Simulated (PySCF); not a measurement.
## Vibration and rotation of TlZn⁺

RHF-CCSD(T) constants of TlZn⁺, ¹Σ⁺ (singlet), closed shell (basis Tl def2-SVP with ECP60, Zn def2-SVP; scalar-relativistic core potentials; PySCF 2.14; masses 204.9744 and 63.9291 u):

- ωe: 84.8 cm⁻¹
- ωexe: 0.428 cm⁻¹
- Be: 0.034282 cm⁻¹
- αe: 0.000212 cm⁻¹

(1) What force constant and bond length do these constants imply?

(2) Estimate the centrifugal constant D from the Kratzer relation and find the Dunham coefficient a1.

Correlated steps freeze 9 core orbitals. Spin–orbit coupling is left out.

Answers

(1) Reduced mass μred = 48.731 u; k = 5.8918×10⁻⁷·μred·ωe² (u, cm⁻¹, mdyn/Å) = 0.206 mdyn/Å; Re = √(16.8576/(μred·Be)) (u, cm⁻¹, Å) = 3.177 Å.

(2) D = 4Be³/ωe² = 2.24e-08 cm⁻¹; a1 = −1 − αeωe/(6Be²) = -3.55.
